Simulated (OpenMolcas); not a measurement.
S2+: CASPT2 settings compared

```json
{"Program": "OpenMolcas 26.06", "Basis": "ANO-R1 [4s3p1d]", "Scalar Hamiltonian": "X2C, finite nucleus", "Active space": "2 electrons in 3 orbitals (3p)", "State averaging": "2S+1 = 3 even, 3 roots; 2S+1 = 1 even, 6 roots kept (CI in the orbitals of an earlier block)", "Spin-orbit coupling": "RASSI with atomic mean-field integrals over the reference wave functions, term energies averaged over their components"}
```

Methods on the same reference wave functions:
A. CASSCF
B. SS-CASPT2, IPEA 0.4 Eh, sigma1 regulariser 0.05 Eh (closed shells correlated: 2s 2p 3s)
C. SS-CASPT2, IPEA 0.15 Eh, sigma2 regulariser 0.1 Eh (closed shells correlated: 2s 2p 3s)
D. XMS-CASPT2, IPEA 0.6 Eh, imaginary shift 0.15 Eh (closed shells correlated: 2s 2p 3s)

Energies in cm-1 above 3s2 3p2 3P0, the measured ground level; measured values from NIST levels in Podobedova, Kelleher and Wiese, J. Phys. Chem. Ref. Data 38, 171 (2009).

```
      Level      A      B      C      D  Measured
3s2 3p2 3P0    0.0    0.0    0.0    0.0       0.0
3s2 3p2 3P1    291    294    294    294       299
3s2 3p2 3P2    827    829    829    829       833
3s2 3p2 1D2  14294  12540  12890  12650     11323
3s2 3p2 1S0  34876  29190  29510  29230     27161
```

Deviations, from unrounded energies. A percentage is the sum of absolute deviations over the sum of measured energies, with the sign that they share, or ± where signs differ.

```
                        Against measurement  Levels      A     B      C     D
             mean absolute deviation (cm-1)       4   2700   810    980   850
      fine structure of the ground term (%)       2   -1.2  -0.7   -0.8  -0.7
other terms of the ground configuration (%)       2  +27.8  +8.4  +10.2  +8.8
```

B, D lie about equally close to measurement and A furthest from it. The largest miss of B in the table is 3s2 3p2 1S0, by +2000 cm-1. The ranking rests on the paired levels alone, and a cruder setting can come out closer through cancelling errors.

Among B to D the level of the table that moves most is 3s2 3p2 1D2, by 360 cm-1 (lowest in B, highest in C). Moves below CASPT2's spread within the term are not significant.

The mean deviations of B to D differ by less than CASPT2's widest spread within a term (340 cm-1), so their order carries little weight.

From A to B the spin-free energies of the other terms of 3s2 3p2 shown, above 3P, scale by factors of 0.83 to 0.87.

The lowest spin-free term lies below A's lowest term by 0.060 hartree in B, 0.066 hartree in C, 0.062 hartree in D.

Term energies are means over components that CASPT2 splits; among the terms shown or strongly mixed into the levels shown the widest spread is 340 cm-1 (3s2 3p2 1D, D). Terms from blocks run as CI alone lack orbitals of their own. With the s shell closed, the reference lacks s² → p² mixing. Measured partners are found by configuration, term and J. A level has none where our copy of the source lacks it or the pairing is in doubt (some pairs that miss far off the trend of their configuration count as doubtful), and it then counts in no deviation. Only configurations of the active space appear.
